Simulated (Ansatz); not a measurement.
Consider the formal exchange of groups at a C–Si bond: `C#CC[SiH2]C` + `BCB` → `BCBCC#C` + `C[SiH3]`.

Program: Ansatz. Geometries: PBE0-D4/def2-TZVP. ΔE: electronic, gas phase. CBS: MP2 limit from def2 TZ/QZ plus the TZ coupled-cluster correction, frozen cores. This one scheme is used for every species. Functionals use def2-TZVPP. B3LYP here is the variant with VWN-RPA as its local correlation; programs differ in this. One conformer a species, not always the lowest.

Is it downhill or uphill in electronic energy at CCSD(T)/CBS, and by how much? (Estimate.)

Computed: Downhill: ΔE = -7.2 kJ/mol.

What do these levels give: ωB97M-V, r2SCAN, PBE0, B3LYP, CCSD(T)/def2-TZVPP, MP2/CBS(def2)? (Best estimate.)

The calculation gave: ωB97M-V -12.4, r2SCAN -34.7, PBE0 -30.5, B3LYP 2.5, CCSD(T)/def2-TZVPP -9.5, MP2/CBS(def2) -12.9 kJ/mol.

Largest T1 diagnostic among the species: 0.016.

From PBE to PBE0 (25 % exact exchange), in def2-TZVPP and without D4, ΔE moves by +13.7 kJ/mol. The D4 term adds −7.3 kJ/mol with B3LYP and −3.4 kJ/mol with PBE0; it sums over pairs of atoms, weighted by their polarisabilities, and B3LYP, whose exchange is more repulsive, gets the larger term. In def2-TZVPP, CCSD(T) changes the Hartree–Fock value by −80.6 kJ/mol (the triples alone add −15.5 kJ/mol) and MP2 by −86.3 kJ/mol.
